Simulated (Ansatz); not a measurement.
**What each rung costs, and what it gives**

Saddle point of SiH$_{4}$SF$_{2}$, closed shell (SiH₂SF₂ ([F][SiH]([F])[SH]) + H₂ → SiH₂F₂ ([F][SiH2][F]) + H₂S; bonds formed: Si1–H7, S2–H6; bonds broken: Si1–S2, H6–H7), PBE0-D4/def2-TZVP structure:

```
8
angstrom
Si -0.5194 0.2332 0.3882
S 1.6754 0.3804 -0.5874
F -2.0565 -0.1995 0.5902
F -0.7178 1.7783 0.1005
H 0.0278 -0.3114 1.6374
H 0.2024 -0.4152 -1.0964
H -0.7076 -0.7021 -1.0129
H 2.0956 -0.7635 -0.0194
```

Barriers are electronic and count from the start structure reached by relaxing down the imaginary mode.

Program: Ansatz 0.2.0. Basis: as named in each row. Cores are frozen in the correlated methods. B3LYP uses VWN-RPA correlation. Extrapolation: Hartree–Fock as exp(−7.88 √X), correlation as X^−2.97.

Times are rough, for one single point on 4 threads of a shared host (Arm Neoverse V2).

The estimate by CCSD(T) at an estimated basis limit (MP2 extrapolated from triple and quadruple zeta, plus CCSD(T) − MP2 in triple zeta) is 238.4 kJ/mol.

| method | basis | time (s) | barrier (kJ/mol) | method less estimate |
| --- | --- | --- | --- | --- |
| HF | STO-3G | under 1 | 495.2 | 256.8 |
| PBE-D4 | STO-3G | under 1 | 304.9 | 66.5 |
| SPW92 | def2-SVP | under 1 | 154.4 | -84.0 |
| PBE-D4 | def2-SVP | under 1 | 188.0 | -50.4 |
| B3LYP-D4 | 6-31G | under 1 | 258.9 | 20.5 |
| PBE0-D4 | def2-SVP | under 1 | 205.6 | -32.8 |
| SPW92 | def2-TZVPP | under 1 | 161.6 | -76.8 |
| PBE-D4 | def2-TZVPP | 1 | 196.8 | -41.6 |
| BLYP-D4 | def2-TZVPP | 1 | 219.6 | -18.7 |
| CCSD(T) | def2-SVP | 2 | 247.8 | 9.4 |
| B3LYP-D4 | def2-TZVPP | 2 | 230.0 | -8.4 |
| BHLYP-D4 | def2-TZVPP | 2 | 249.0 | 10.6 |
| PBE0-D4 | def2-TZVPP | 2 | 212.9 | -25.5 |
| CAM-B3LYP-D4 | def2-TZVPP | 2 | 235.1 | -3.3 |
| r2SCAN-D4 | def2-TZVPP | 3 | 210.6 | -27.7 |
| RPA on PBE | def2-TZVPP | 3 | 240.5 | 2.1 |
| wB97M-V | def2-SVP | 3 | 220.3 | -18.1 |
| r2SCAN0-D4 | def2-TZVPP | 3 | 221.6 | -16.8 |
| B2PLYP | def2-TZVPP | 3 | 237.1 | -1.3 |
| PBE-QIDH | def2-TZVPP | 3 | 229.6 | -8.8 |
| wB97X-V | def2-TZVPP | 5 | 236.3 | -2.1 |
| B97M-V | def2-TZVPP | 6 | 221.3 | -17.1 |
| wB97M-V | def2-TZVPP | 6 | 232.5 | -5.9 |
| MP2 | def2-QZVPP | 11 | 239.3 | 1.0 |
| CCSD(T) | def2-TZVPP | 50 | 241.4 | 3.1 |

All methods are single points on the PBE0-D4 structures.

T1 diagnostic: at most 0.013.

Labels in which every atom is bracketed show which atoms are joined, not bond orders.
